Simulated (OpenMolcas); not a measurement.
Er2+ among 6 point charges of -1 e arranged as an octahedron (Oh), 2.26 Å from the ion.

```
Program             : OpenMolcas 26.06
Method              : SS-CASPT2, IPEA 0.25 Eh, imaginary shift 0.1 Eh (closed shells correlated: 5s 5p)
Basis               : ANO-RCC-VDZP [7s6p4d2f1g]
Scalar Hamiltonian  : DKH2, point nucleus
Active space        : 12 electrons in 7 orbitals (4f)
State averaging     : 2S+1 = 3 even, 21 roots; 2S+1 = 1 even, 27 roots kept (CI in the orbitals of an earlier block)
Spin-orbit coupling : state interaction with AMFI integrals over the reference wave functions
```

Problem. What is the spin-free ground state (labels of O, the rotations of Oh)?

Solution. 3T1, 3-fold in its orbital part, 100 % from free-ion H terms; it has the highest spin that f12 allows.

Problem. Where is the first state of the same spin?

Solution. 3E at 49.1 cm-1 above the ground state.

Problem. What are the lowest two levels with spin-orbit coupling?

Solution. A 1-fold level A1, then a 3-fold level T1 38 cm-1 above it. Their leading multiplicities are 3 (99 %) and 3 (99 %).

Problem. What is χT at 300 K, and how does it compare with the textbook value?

Solution. Hund's rules give f12 the level 3H6 with g = 1.167, so an isolated free-ion multiplet has χT = g² J(J+1) / 8 = 7.146 cm3 K/mol. The computed 7.078 at 300 K differs by -1 %, through the field's splitting, the mixing of terms and any other multiplet in reach.

Roots that are degenerate in the reference are averaged as groups; the widest CASPT2 spread within a group is 360 cm-1 (the 3-fold group of multiplicity 1 near 30300 cm-1 above the lowest state of its run). Shifts and gaps below about the spread of the groups concerned are not significant. Point charges carry no covalency, so the field is a model and not that of real ligands. The first state left out of the spin-orbit step lies near 77000 cm-1 above the lowest spin-free state of the reference (among the parities and spins computed), and the lists stop at four fifths of that energy or lower. No measured value stands beside these numbers.
